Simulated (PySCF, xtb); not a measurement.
Te(OH)(OMe) (CH4O2Te), SMILES CO[Te]O. Other conformers were not sampled.

Harmonic wavenumbers (cm⁻¹) from xtb with GFN2-xTB at its own minimum, in rising order: 85, 134, 216, 249, 324, 487, 542, 922, 1031, 1130, 1140, 1406, 1470, 1480, 2948, 2960, 2984, 3584.

Task: What does B3LYP-D3(BJ)/def2-SVP (PySCF) give at its own minimum? (The exact figures need the calculation; the answer reports its results.)

Result: 88, 129, 229, 281, 446, 549, 598, 999, 1067, 1165, 1178, 1450, 1457, 1480, 2989, 3066, 3095, 3786. Paired by order, the mean absolute difference is 55 cm⁻¹ and the zero-point energies are 33.0 and 34.4 kcal/mol.
